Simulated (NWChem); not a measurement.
## Basis-set convergence for H4AlFS

SMILES: S.[F][AlH2]
```xyz
7

Al    -0.7884     0.8171     0.0000
H     -1.5239     0.7102    -1.4050
H     -1.5239     0.7102     1.4050
F      0.6821     1.6408     0.0000
S      0.2990    -1.5209     0.0000
H      1.1873    -1.2381    -0.9796
H      1.1873    -1.2381     0.9796
```
Charge 0, spin multiplicity 1.

Everything below was run with NWChem. The geometry was optimised at PBE0/def2-SVP, a minimum by its harmonic frequencies.

Quantity: LUMO energy at the level B3LYP.

B3LYP has NWChem's definition, with VWN1-RPA local correlation. The Pople sets run with spherical d functions. The structure started from a generated list of species.

```
basis        functions  LUMO energy (eV)
-----------  ---------  ----------------
6-31G*              58             -0.75
cc-pVDZ             70               [?]
6-31+G*             70             -1.07
pcseg-1             70               [?]
def2-SVPD          106             -0.97
6-311++G**         110             -1.14
aug-cc-pVDZ        113             -1.13
aug-pcseg-1        113             -1.13
pcseg-2            154               [?]
def2-TZVPD         165             -1.06
```

**Question.** What belongs in the gaps?

**Answer.** 
- cc-pVDZ, LUMO energy (eV): -0.60
- pcseg-1, LUMO energy (eV): -0.91
- pcseg-2, LUMO energy (eV): -1.01
